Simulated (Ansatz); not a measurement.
Species: trifluoroacetic acid, C2HF3O2 (charge 0, singlet). 
Geometry from a B3LYP-D3(BJ)/def2-TZVP (Ansatz, a first-principles code) optimisation:
```
C
O 1 1.1930
O 1 1.3354 2 126.52
H 3 0.9710 1 108.10 2 0.00
C 1 1.5500 2 123.61 3 -180.00
F 5 1.3285 1 110.41 2 0.00
F 5 1.3413 6 108.64 1 -121.17
F 5 1.3413 6 108.64 7 -117.65
```
Charge 0, spin multiplicity 1.

Quantity: atomisation energy (electronic, to ground-state atoms); the coupled-cluster value holds the core correlation from cc-pwCVTZ, in kJ/mol. Cores are frozen in the correlated levels unless marked. UHF or UKS for open shells. No spin-orbit coupling. Non-relativistic. Basis-set limits of correlation are two-point, X^-3; Hartree-Fock from the larger set. [CCSD(T)-MP2]/basis is that difference in the basis named.

Level to compare with: RI-MP2/CBS(cc-pVTZ,cc-pVQZ)+[CCSD(T)-MP2]/cc-pVTZ plus the core term (Ansatz), 3498.8 kJ/mol. It is a level with limits of its own, and the differences hold the functionals' basis error too.

**Question.** Rank these functionals by how close they come to RI-MP2/CBS(cc-pVTZ,cc-pVQZ)+[CCSD(T)-MP2]/cc-pVTZ, closest first: wB97X/def2-TZVPD (Ansatz); B97M-V/def2-TZVPD (Ansatz); r2SCAN0/def2-TZVPD (Ansatz).

**Answer.** wB97X/def2-TZVPD (range-separated hybrid, 3483.4 kJ/mol, difference -15.4), B97M-V/def2-TZVPD (meta-GGA with VV10, 3479.2 kJ/mol, difference -19.6), r2SCAN0/def2-TZVPD (hybrid meta-GGA, 3369.6 kJ/mol, difference -129.2)
